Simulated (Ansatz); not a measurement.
## Worked example: vertical ionisation energy of Cu2 (SMILES [Cu][Cu])

Cu2 has 2 atoms, charge 0, and is taken as a singlet. SMILES: `[Cu][Cu]`. The bond length is the measured one.

```xyz
2

Cu    0.0000    0.0000    0.0000
Cu    0.0000    0.0000    2.2197
```

Both states at this one shape; open shells run unrestricted unless said. 1 Eh = 27.2114 eV.

| level | program | singlet Cu2 (Eh) | doublet [Cu2]+ (Eh) | HOMO of the first (eV) |
| --- | --- | --- | --- | --- |
| SVWN5/cc-pVDZ | Ansatz | -3275.623228 | -3275.310014 | -4.95 |
| SVWN5/cc-pVTZ | Ansatz | -3275.648029 | -3275.337762 | -4.94 |

Task: Work out the vertical ionisation energy at each level.

Result: 
1. SVWN5/cc-pVDZ: -3275.310014 − (-3275.623228) = 0.313214 Eh = 8.52 eV; −ε(HOMO) = 4.95 eV.
2. SVWN5/cc-pVTZ: -3275.337762 − (-3275.648029) = 0.310267 Eh = 8.44 eV; −ε(HOMO) = 4.94 eV.

No measured value is set beside it here; the levels span 8.44 to 8.52 eV. In semi-local functionals −ε(HOMO) lies far under the ionisation energy, a result of self-interaction, while the difference of totals does much better.
